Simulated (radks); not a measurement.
Isoelectronic series with 57 electrons, all held in the configuration [Xe] 5d1 6s2, which need not be the ground one along the series. Method: Dirac Kohn-Sham, BLYP, spin-unpolarised, spherical densities, finite nucleus; open shells are shared between the two j in proportion to 2j + 1; Fermi nuclear charge, rms radius of each element as measured or else 0.836 A^(1/3) + 0.57 fm; computed with a radial shooting solver on a logarithmic mesh with Libxc functionals. Total energies (hartree) and orbital eigenvalues (eV):

ion   E (hartree)      5d5/2      5d3/2     6s1/2      5p3/2
La     -8497.8671    -2.8210    -3.0072   -3.5197   -21.3636
Ce+    -8865.0652   -11.0848   -11.3878   -9.7592   -32.8046
Pr2+   -9241.3041   -21.4436   -21.8727  -17.4636   -46.2367
Nd3+   -9626.6200   -33.5188   -34.0867  -26.4044   -61.3168
Pm4+  -10021.0564   -47.1335   -47.8549  -36.4705   -77.8920
Sm5+  -10424.6569   -62.1845   -63.0750  -47.5959   -95.8747
Eu6+  -10837.5189   -78.6035   -79.6802  -59.7373  -115.2080
Gd7+  -11259.6833   -96.3425   -97.6234  -72.8644  -135.8519
Tb8+  -11691.2689  -115.3652  -116.8695  -86.9553  -157.7770

5d5/2 drops below 6s1/2 between La and Ce+. 5d3/2 drops below 6s1/2 between La and Ce+.
